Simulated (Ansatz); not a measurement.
C4H8O, charge +1, doublet, geometry from GFN2-xTB (a state made from the parent by changing its charge; the spin is typed, not shown lowest). Base run: Ansatz (a first-principles code) with CCSD/3-21G.

The Ansatz input:
Ansatz 0.2 input:
```yaml
crystal:
  periodic: [false, false, false]
  atoms:
    - {symbol: C, position_ang: [-0.17354329, 1.24415491, -0.15933187]}
    - {symbol: C, position_ang: [1.06367530, 0.54031798, 0.42435446]}
    - {symbol: C, position_ang: [0.81255235, -0.91608096, 0.05424793]}
    - {symbol: O, position_ang: [-0.53703760, -1.07661452, -0.15989436]}
    - {symbol: C, position_ang: [-1.20717736, 0.12496501, -0.17174122]}
    - {symbol: H, position_ang: [-0.48637784, 2.10354056, 0.42796667]}
    - {symbol: H, position_ang: [0.01051107, 1.58739492, -1.18036552]}
    - {symbol: H, position_ang: [1.99710065, 0.92504830, 0.02182691]}
    - {symbol: H, position_ang: [1.10209841, 0.64308487, 1.51162721]}
    - {symbol: H, position_ang: [1.14579578, -1.66731876, 0.79117889]}
    - {symbol: H, position_ang: [1.34548015, -1.21940674, -0.87276493]}
    - {symbol: H, position_ang: [-1.87761105, 0.15262882, 0.71433145]}
    - {symbol: H, position_ang: [-1.91373835, 0.12780251, -1.01982151]}
basis:
  gaussian:
    orbitals: 3-21G.json
total_charge: 1
magnetization: {spin_polarized: true, initial_magnetization: 1}
correlation: {method: ccsd}
```
The basis file holds 3-21G in the JSON format of the Basis Set Exchange.

Each row names what was changed in the base input (with any setting that the change needs).

```
change                                                             ΔE vs base (kcal/mol)  MP2 correlation (Eh)  CC correlation without the perturbative part (Eh)  basis functions  core-seconds (rough)
-----------------------------------------------------------------  ---------------------  --------------------  -------------------------------------------------  ---------------  --------------------
base                                                                               0.000              -0.44603                                           -0.50174               61                    10
method = ccsd_t                                                                    -8.55              -0.44603                                           -0.50174               61                    10
reference functional = pbe0                                                         2.94                     -                                           -0.52454               61                     6
lower_state_search = off                                                           0.000              -0.44603                                           -0.50174               61                     4
method = rpa                                                                      -11.43                     -                                                  -               61                     1
method = mp2                                                                       34.96              -0.44603                                                  -               61                   1.0
fitting = cc-pVTZ-JKFIT (mean field), cc-pVTZ-RIFIT (correlation)                  0.057              -0.44603                                           -0.50173               61                    10
diis_vectors = 2                                                                  -0.001              -0.44603                                           -0.50174               61                    10
diis_vectors = 4                                                                  -0.001              -0.44603                                           -0.50174               61                    10
electrons = all                                                                    -5.03              -0.45460                                           -0.50977               61                    20
```
